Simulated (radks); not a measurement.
Q: Mo IV, configuration [Ar] 3d10 4s1.5 4p6 4d3 5s0.5 (fractional occupations, a model configuration). Method: Dirac Kohn-Sham, PBE, spin-unpolarised, spherical densities, finite nucleus; open shells are shared between the two j in proportion to 2j + 1; Fermi nuclear charge, rms radius 4.4091 fm; computed with a radial shooting solver on a logarithmic mesh with Libxc functionals. Some entries of the table are withheld. Estimate them.

orbital  occ.  eigenvalue (eV)  <r^2> (bohr^2)
1s1/2       2        -19850.36        0.001669
2s1/2       2        -2835.437         0.02779
2p1/2       2        -2611.477         0.02099
2p3/2       4        -2504.914         0.02235
3s1/2       2        -513.6688          0.2105
3p1/2       2              (1)          0.2086
3p3/2       4              (2)          0.2189
3d3/2       4        -260.2690          0.2050
3d5/2       6        -256.9422          0.2083
4s1/2     1.5         -99.6711           1.343
4p1/2       2         -74.9587           1.592
4p3/2       4         -72.3127           1.665
4d3/2     1.2         -35.5160             (3)
4d5/2     1.8         -35.2086             (4)
5s1/2     0.5         -27.8147           7.900
5p1/2       0         -21.8805           10.33
5p3/2       0         -21.4624           10.70

A: 
(1) 3p1/2 eigenvalue (eV): -428.4432
(2) 3p3/2 eigenvalue (eV): -410.8839
(3) 4d3/2 <r^2> (bohr^2): 2.841
(4) 4d5/2 <r^2> (bohr^2): 2.882
